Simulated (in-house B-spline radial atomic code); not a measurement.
## How G0W0 and RPA depend on the start: Cd²⁺

Configuration [Kr] 4d10. Computed with an all-electron radial atomic-structure program (B-spline basis): all electrons, non-relativistic, point nucleus, each spin shell either full or empty, empty states to l = 9 with an (l + 1/2)⁻⁴ tail; G0W0 by contour deformation at full frequency.

Without relativity these are model numbers: it shifts the levels of so heavy an element strongly and can reorder them.

```
            start  mean-field 4d (eV)  G0W0 (eV)  QP weight  RPA correlation (Eh)
     Hartree-Fock              -38.68     -38.73      0.957               -3.2611
         LDA VWN5              -31.12     -38.50      0.902               -3.5545
              PBE              -30.85     -38.33      0.900               -3.5484
             PBE0              -33.08     -38.46      0.928               -3.4678
           r2SCAN              -31.19     -38.22      0.913               -3.4952
            HSE06              -32.66     -38.45      0.924               -3.4746
  B3LYP (VWN-RPA)              -32.72          ?          ?                     ?
             SCAN              -31.16     -38.21      0.912               -3.4929
             TPSS              -30.79     -38.29      0.903               -3.5322
        BHandHLYP              -35.23     -38.66      0.940               -3.3955
        CAM-B3LYP              -34.62     -38.79      0.936               -3.4515
          LC-wPBE              -35.83          ?          ?                     ?
            wB97X              -35.51     -38.68      0.944               -3.4338
           PBEsol              -30.85     -38.37      0.901               -3.5503
             BLYP              -30.76     -38.45      0.893               -3.5512
          r2SCAN0              -33.35     -38.38      0.932               -3.4331
LDA exchange-only             -29.510     -38.61      0.852               -3.5553
```

Problem. What G0W0 level, weight and RPA correlation energy follow from the B3LYP (VWN-RPA) start?

Solution. G0W0 level -38.57 eV, weight 0.922, RPA correlation -3.486 hartree.

Problem. What G0W0 level, weight and RPA correlation energy follow from the LC-wPBE start?

Solution. G0W0 level -38.78 eV, weight 0.944, RPA correlation -3.4486 hartree.

Problem. How much of the dependence on the start does G0W0 remove?

Solution. The mean-field levels span 9.17 eV and the G0W0 levels 0.58 eV. Against 37.468 ± 0.006 eV (NIST, measured) the G0W0 removal energies are off by +0.74 to +1.32 eV, with relativity, Breit and QED terms left out.
